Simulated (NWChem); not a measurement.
System: CH₃NOSi; SMILES O=C=N[SiH3]

NWChem input:

```
start job
memory heap 200 mb stack 900 mb global 1100 mb
geometry units angstroms noautosym nocenter noautoz
  Si     0.079139    -1.567390     0.002312
  N      0.006291     0.159462     0.001182
  C     -0.045049     1.366653     0.000396
  O     -0.095239     2.547946    -0.000375
  H      0.876757    -2.026168     1.188003
  H     -1.314159    -2.119359     0.083387
  H      0.737137    -2.033630    -1.263475
end
basis spherical
  Si library def2-svpd
  N library def2-svpd
  C library def2-svpd
  O library def2-svpd
  H library def2-svpd
end
dft
  xc b3lyp
  iterations 150
end
property
  response 1 0.0
end
task dft property
```

Output (shortened):

```
             Northwest Computational Chemistry Package (NWChem) 7.3.0
             --------------------------------------------------------

                             Geometry "geometry" -> ""
                             -------------------------

 Output coordinates in angstroms (scale by  1.889725989 to convert to a.u.)

  No.       Tag          Charge          X              Y              Z
 ---- ---------------- ---------- -------------- -------------- --------------
    1 Si                  14.0000     0.07913900    -1.56739000     0.00231200
    2 N                    7.0000     0.00629100     0.15946200     0.00118200
    3 C                    6.0000    -0.04504900     1.36665300     0.00039600
    4 O                    8.0000    -0.09523900     2.54794600    -0.00037500
    5 H                    1.0000     0.87675700    -2.02616800     1.18800300
    6 H                    1.0000    -1.31415900    -2.11935900     0.08338700
    7 H                    1.0000     0.73713700    -2.03363000    -1.26347500

 Effective nuclear repulsion energy (a.u.)     136.6743202322

                              NWChem Property Module
                              ----------------------

                                 NWChem DFT Module
                                 -----------------

 Summary of "ao basis" -> "ao basis" (spherical)
 ------------------------------------------------------------------------------
       Tag                 Description            Shells   Functions and Types
 ---------------- ------------------------------  ------  ---------------------
 Si                        def2-svpd                10       24   5s3p2d
 N                         def2-svpd                 8       20   4s2p2d
 C                         def2-svpd                 8       20   4s2p2d
 O                         def2-svpd                 9       23   4s3p2d
 H                         def2-svpd                 4        8   2s2p

            General Information
            -------------------
          SCF calculation type: DFT
          Wavefunction type:  closed shell.
          No. of atoms     :     7
          No. of electrons :    38
           Alpha electrons :    19
            Beta electrons :    19
          Charge           :     0
          Spin multiplicity:     1
          Use of symmetry is: off; symmetry adaption is: off
          Maximum number of iterations: 150
          AO basis - number of functions:   111
                     number of shells:    47
          Convergence on energy requested:  1.00D-06
          Convergence on density requested:  1.00D-05
          Convergence on gradient requested:  5.00D-04

              XC Information
              --------------
                         B3LYP Method XC Potential
                     Hartree-Fock (Exact) Exchange  0.200
                        Slater Exchange Functional  0.800 local
                    Becke 1988 Exchange Functional  0.720 non-local
              Lee-Yang-Parr Correlation Functional  0.810
                  VWN I RPA Correlation Functional  0.190 local

             Grid Information
             ----------------
          Grid used for XC integration:  medium
          Radial quadrature: Mura-Knowles
          Angular quadrature: Lebedev.
          Tag              B.-S. Rad. Rad. Pts. Rad. Cut. Ang. Pts.
          ---              ---------- --------- --------- ---------
          Si                  1.10       88          13.0       590
          N                   0.65       49          10.0       434
          C                   0.70       49          11.0       434
          O                   0.60       49          13.0       434
          H                   0.35       45          13.0       434
          Grid pruning is: on
          Number of quadrature shells:   370
          Spatial weights used:  Erf1

      Superposition of Atomic Density Guess
      -------------------------------------

 Sum of atomic energies:        -456.80057787

      Non-variational initial energy
      ------------------------------

 Total energy =    -458.420322
 1-e energy   =    -900.189507
 2-e energy   =     305.094865
 HOMO         =      -0.360541
 LUMO         =       0.040801

   convergence    iter        energy       DeltaE   RMS-Dens  Diis-err
 ---------------- ----- ----------------- --------- --------- ---------
 d= 0,ls=0.0,diis     1   -459.1281128320 -5.96D+02  2.24D-02  8.40D-01
 d= 0,ls=0.0,diis     2   -458.9874815904  1.41D-01  8.79D-03  2.54D+00
 d= 0,ls=0.0,diis     3   -459.2138542607 -2.26D-01  2.86D-03  1.34D-01
 d= 0,ls=0.0,diis     4   -459.2200046038 -6.15D-03  1.48D-03  6.62D-02
 d= 0,ls=0.0,diis     5   -459.2271056931 -7.10D-03  3.78D-04  1.39D-03
  Resetting Diis
 d= 0,ls=0.0,diis     6   -459.2272787062 -1.73D-04  4.64D-05  1.74D-05
 d= 0,ls=0.0,diis     7   -459.2272809126 -2.21D-06  3.62D-05  2.81D-06
 d= 0,ls=0.0,diis     8   -459.2272805499  3.63D-07  1.84D-05  6.20D-06
 d= 0,ls=0.0,diis     9   -459.2272812208 -6.71D-07  4.67D-06  9.07D-07

         Total DFT energy =     -459.227281220826
      One electron energy =     -902.075297836662
           Coulomb energy =      349.061462689068
    Exchange-Corr. energy =      -42.887766305465
 Nuclear repulsion energy =      136.674320232233

 Numeric. integr. density =       38.000013398047

                       DFT Final Molecular Orbital Analysis
                       ------------------------------------

 Vector   17  Occ=2.000000D+00  E=-3.811772D-01
              MO Center= -1.6D-01, -1.2D+00,  2.9D-01, r^2= 4.0D+00
   Bfn.  Coefficient  Atom+Function         Bfn.  Coefficient  Atom+Function
  ----- ------------  ---------------      ----- ------------  ---------------
    96      0.298444  6 H  s                 88     -0.266639  5 H  s
     9     -0.264670  1 Si px                12     -0.236554  1 Si px
    69      0.208333  4 O  px                29      0.153590  2 N  px
     6      0.149725  1 Si px                72      0.137491  4 O  px
    11     -0.102554  1 Si pz                32     -0.100854  2 N  px

 Vector   18  Occ=2.000000D+00  E=-3.123851D-01
              MO Center= -1.2D-01,  4.2D-01, -4.0D-02, r^2= 3.8D+00
   Bfn.  Coefficient  Atom+Function         Bfn.  Coefficient  Atom+Function
  ----- ------------  ---------------      ----- ------------  ---------------
    29      0.410271  2 N  px                69      0.360779  4 O  px
    32     -0.289352  2 N  px                72      0.242000  4 O  px
    96     -0.199108  6 H  s                104      0.135289  7 H  s
    31     -0.109866  2 N  pz                71     -0.096614  4 O  pz
     9      0.094501  1 Si px                12      0.090418  1 Si px

 Vector   19  Occ=2.000000D+00  E=-3.123849D-01
              MO Center=  1.1D-01,  4.3D-01,  4.2D-02, r^2= 3.8D+00
   Bfn.  Coefficient  Atom+Function         Bfn.  Coefficient  Atom+Function
  ----- ------------  ---------------      ----- ------------  ---------------
    31      0.410637  2 N  pz                71      0.361104  4 O  pz
    34     -0.289610  2 N  pz                74      0.242218  4 O  pz
    88      0.193062  5 H  s                104     -0.151785  7 H  s
    29      0.109754  2 N  px                69      0.096514  4 O  px
    11      0.094587  1 Si pz                14      0.090517  1 Si pz

 Vector   20  Occ=0.000000D+00  E=-1.114488D-02
              MO Center=  4.3D-02, -7.2D-01,  1.8D-03, r^2= 7.2D+00
   Bfn.  Coefficient  Atom+Function         Bfn.  Coefficient  Atom+Function
  ----- ------------  ---------------      ----- ------------  ---------------
    48      4.404523  3 C  s                 68     -2.391109  4 O  s
    28     -1.678531  2 N  s                 27     -0.663058  2 N  s
    76      0.646251  4 O  py                64     -0.459416  3 C  d  2
    47      0.418950  3 C  s                 67     -0.300902  4 O  s
    24      0.281793  1 Si d  2              53     -0.280748  3 C  py

 Vector   21  Occ=0.000000D+00  E= 3.763509D-03
              MO Center=  6.8D-02, -2.4D-02, -1.4D-02, r^2= 5.0D+00
   Bfn.  Coefficient  Atom+Function         Bfn.  Coefficient  Atom+Function
  ----- ------------  ---------------      ----- ------------  ---------------
    49      0.453501  3 C  px                52      0.305558  3 C  px
    69     -0.269939  4 O  px                22      0.254275  1 Si d  0
    72     -0.233181  4 O  px                 9     -0.184235  1 Si px
    32     -0.165530  2 N  px                96     -0.158963  6 H  s
    29      0.148261  2 N  px                20     -0.140787  1 Si d -2

 Vector   22  Occ=0.000000D+00  E= 3.770530D-03
              MO Center= -4.1D-02, -2.9D-02,  1.7D-02, r^2= 5.0D+00
   Bfn.  Coefficient  Atom+Function         Bfn.  Coefficient  Atom+Function
  ----- ------------  ---------------      ----- ------------  ---------------
    51      0.453932  3 C  pz                54      0.305862  3 C  pz
    23     -0.298456  1 Si d  1              71     -0.270188  4 O  pz
    74     -0.233394  4 O  pz                11     -0.184392  1 Si pz
    34     -0.165691  2 N  pz                31      0.148396  2 N  pz
   104     -0.146316  7 H  s                 88      0.128925  5 H  s

     Multipole analysis of the density
     ---------------------------------

[...]

 DFT Linear Response polarizability / au
 Frequency  =       0.0000000 / au
              X              Y              Z
 -----------------------------------------------
 X      39.6730372     -1.4100575      0.0008004
 Y      -1.4100729     72.8616345     -0.0218231
 Z       0.0008004     -0.0218234     39.6135333
 -----------------------------------------------
 Eigenvalues =      39.6131895     72.9214490     39.6135664
 Isotropic   =      50.7160683
 Anisotropic =      33.3080711
 -----------------------------------------------

 Magnetic Dipole Response Matrix (nonzero elements):

 Exiting AOResponse driver routine
```

Level: B3LYP/def2-SVPD. Coordinates come from a PBE-D3(BJ)/def2-SVP optimisation.
